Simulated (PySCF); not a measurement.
**Electronic structure of Ag³⁺ (silver, charge +3) at the LDA level**

Configuration: [Kr] 4d8, high-spin 3F determinant. Computed with PySCF 2.14 in aug-cc-pwCVDZ-PP with ECP28MDF (6s6p5d3f, 70 functions), with scalar relativity through the core potential.

| Quantity | Value |
| --- | --- |
| Total energy | -144.2296 hartree |
| One-electron energy | -235.2041 hartree |
| Hartree (Coulomb) energy | 103.5733 hartree |
| Exchange-correlation energy | -12.5988 hartree |
| ⟨S²⟩ | 2.0003 |
| ⟨L²⟩ | 12.004 |
| Sum of ⟨r⟩ | 18.07 bohr |
| Sum of ⟨r²⟩ | 23.63 bohr² |

```tsv
shell	electrons	mean orbital energy (eV)	spread (eV)	rms radius, mean of both spins (bohr)
4s α	1	-137.08	0	0.969
4s β	1	-135.22	0	0.969
4p α	3	-99.327	0	1.06
4p β	3	-97.493	0	1.06
4d α	5	-44.490	0.940	1.37
4d β	3	-42.986	0	1.37
```

Energies and moments cover only the electrons outside the core potential.
